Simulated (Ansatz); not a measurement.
Consider the formal exchange of groups at the Se–Ga bond: `[SiH3][Se][GaH][Cl]` + CH₃NH₂ → `NC[Se][SiH3]` + `[Cl][GaH2]`.

Gas-phase electronic energies from Ansatz, PBE0-D4/def2-TZVP geometries. CCSD(T)/CBS adds triple-zeta CCSD(T) − MP2 to the extrapolated MP2 energy (def2 sets, frozen cores). Functionals use def2-TZVPP. B3LYP here is the variant with VWN-RPA as its local correlation; programs differ in this. HSE06 is defined as in plane-wave codes. For Ga, Se outer-core shells are correlated without core-valence functions, which leaves a few kJ/mol of doubt a bond. Scalar relativity is left out up to krypton. One conformer a species, not always the lowest.

```
           level  ΔE (kJ/mol)  difference from CCSD(T)/CBS
     LDA (SPW92)        135.7                        -16.2
          PBE-D4        143.1                         -8.8
        B3LYP-D4        146.8                         -5.1
        HSE06-D4        149.2                         -2.7
        PBE-QIDH        151.8                         -0.1
         r2SCANh        150.7                         -1.2
         r2SCAN0        152.8                          0.9
CCSD(T)/def2-SVP        146.2                         -5.7
  MP2/def2-TZVPP        149.5                         -2.4
 CCSD/def2-TZVPP        148.4                         -3.5
     CCSD(T)/CBS        151.9                            0
```

Largest T1 diagnostic among the species: 0.012.

From BLYP to BHLYP (50 % exact exchange), in def2-TZVPP and without D4, ΔE moves by +7.6 kJ/mol. At CCSD(T), def2-SVP lies −5.7 kJ/mol from the extrapolated value and def2-TZVPP −5.1 kJ/mol.
